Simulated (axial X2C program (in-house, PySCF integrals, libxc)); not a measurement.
# Potential curves of WCl, with spin–orbit coupling

Computed with an in-house all-electron X2C program for linear molecules (integrals from PySCF). Two-component (2c) means X2C with spin–orbit coupling and atomic mean-field two-electron Coulomb and Gaunt terms. Basis: W dyall-cv3z [13s14p9d7f4g], Cl dyall-av3z [9s8p3d2f] (cores contracted in-house); Gaussian nuclei, density fitting, unrestricted open shells. Masses: W 183.951 u, Cl 34.969 u.

State: Ω = 5/2 (⟨Sz⟩ = 2.46, ⟨Lz⟩ = 0.04 at PBE). Energies in kJ/mol from the lowest point of each curve. Fits are polynomials in 1 − R0/R over 0.85 to 1.23 times the lowest point R0.

```csv
R (Å),PBE
1.9758,100.32
2.0666,41.29
2.1347,16.35
2.2029,3.54
2.2710,0.00
2.3505,4.36
2.4300,15.23
2.5322,35.43
2.6571,65.36
2.8388,112.30
```

The state is a single determinant with fixed occupations, the lowest that a limited PBE0 search found. Density functionals use the spin component along the axis (collinear). With several unpaired electrons one determinant need not be a pure state. This is the top spin component of a Σ state; components of lower Ω are not single determinants and can lie lower.

Q: Fit the PBE curve near its minimum: give the equilibrium distance and the harmonic wavenumber.

A: At PBE, 2c: Re = 2.269 Å, ωe ≈ 377 cm⁻¹; Be follows as 0.111 cm⁻¹.
